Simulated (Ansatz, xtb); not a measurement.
Two structures of F2GeH2NSi

Structure a: a doublet given by its coordinates. Structure b: `[H]/[Ge]=[N]/[SiH](F)F`, a doublet. Both are isolated molecules in the gas phase, relaxed with B3LYP/6-31G*; the shapes shown needn't be the lowest conformers.

a (Å):

| atom | x (Å) | y (Å) | z (Å) |
| --- | --- | --- | --- |
| F | -1.6131 | -1.2252 | 1.5570 |
| F | -1.6196 | -2.1587 | -2.9343 |
| Ge | -3.3304 | -2.2776 | -2.4579 |
| N | -2.9446 | -1.9654 | -0.6674 |
| Si | -1.3531 | -1.7321 | 0.0333 |
| H | -0.6266 | -0.6499 | -0.6994 |
| H | -3.7208 | -2.0429 | -0.0109 |

Close contacts (Å): F1–Si5 1.63, F2–Ge3 1.78, Ge3–N4 1.86, N4–Si5 1.75, N4–H7 1.02, Si5–H6 1.50.

b (Å):

```tsv
atom	x (Å)	y (Å)	z (Å)
F	-3.7496	0.0173	-1.3766
F	-3.2065	-2.3270	-0.5032
Ge	-1.9340	-2.0490	-4.3047
N	-1.8396	-1.4293	-2.6957
Si	-2.5524	-1.0371	-1.1995
H	-1.5391	-0.4659	-0.2961
H	-0.4348	-1.9155	-4.8734
```

Problem. Estimate E(b) − E(a) at the level CCSD(T)/def2-SVP + ΔMP2/def2-TZVPP.

Solution. Calculated at CCSD(T)/def2-SVP + ΔMP2/def2-TZVPP: E(b) − E(a) = −0.155 eV, so structure b lies lower.

How the difference moves with the method:

```csv
level,geometry,E(b) − E(a) (eV),departure from the last row (eV),"job, with rough time for the two"
B3LYP/6-31G*,B3LYP/6-31G*,−0.176,−0.021,"optimisation, 74 s"
HF/def2-SVP,B3LYP/6-31G*,+0.023,+0.178,part of the CCSD(T) run
MP2/def2-SVP,B3LYP/6-31G*,+0.365,+0.520,part of the CCSD(T) run
CCSD(T)/def2-SVP,B3LYP/6-31G*,−0.076,+0.079,single point
CCSD(T)/def2-SVP + ΔMP2/def2-TZVPP,B3LYP/6-31G*,−0.155,,"single point, 99 s"
```

HF/def2-SVP, MP2/def2-SVP put the two in the other order. The largest departure from CCSD(T)/def2-SVP + ΔMP2/def2-TZVPP is that of MP2/def2-SVP, 0.520 eV. Levels run at GFN2-xTB geometries aren't shown. The last row adds to CCSD(T) the change of the MP2 difference between the two basis sets, here −0.079 eV.

With harmonic frequencies from B3LYP/6-31G* (ideal gas, rigid rotor, one conformer each, 298.15 K, 1 atm): on the last row, ΔE + ΔZPE = −0.249 eV. A mode under 50 cm⁻¹ makes harmonic enthalpies and free energies unreliable, so none is given.

Open shells are spin-unrestricted. The correlated steps freeze 17 core orbitals; the filled d shell of Ge is correlated, in a basis made for valence electrons. Programs: Ansatz 0.2.0; the last row on 2 threads of Intel(R) Xeon(R) 6975P-C (Granite Rapids) on a shared host.
